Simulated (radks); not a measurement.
Question: Kr21+, configuration [Ne] 3s2 3p3. All-electron calculation, Dirac Kohn-Sham, PBE, spin-unpolarised, spherical densities, finite nucleus; open shells fill j = l - 1/2 first; Fermi nuclear charge, rms radius 4.1884 fm. Program: a radial shooting solver on a logarithmic mesh with Libxc functionals. Some entries of the table are withheld. Estimate them.

orbital,occ.,eigenvalue (hartree),<1/r> (bohr^-1),<r> (bohr)
1s1/2,2,(1),(2),0.04148
2s1/2,2,-100.5880,8.319,0.1812
2p1/2,2,(3),(4),0.1554
2p3/2,4,(5),(6),0.1593
3s1/2,2,-36.05743,3.207,0.4587
3p1/2,2,-33.89298,3.143,0.4444
3p3/2,1,-33.44979,3.076,0.4505

Answer: 
(1) 1s1/2 eigenvalue (hartree): -553.1252
(2) 1s1/2 <1/r> (bohr^-1): 36.77
(3) 2p1/2 eigenvalue (hartree): -94.25911
(4) 2p1/2 <1/r> (bohr^-1): 8.269
(5) 2p3/2 eigenvalue (hartree): -92.24125
(6) 2p3/2 <1/r> (bohr^-1): 7.986
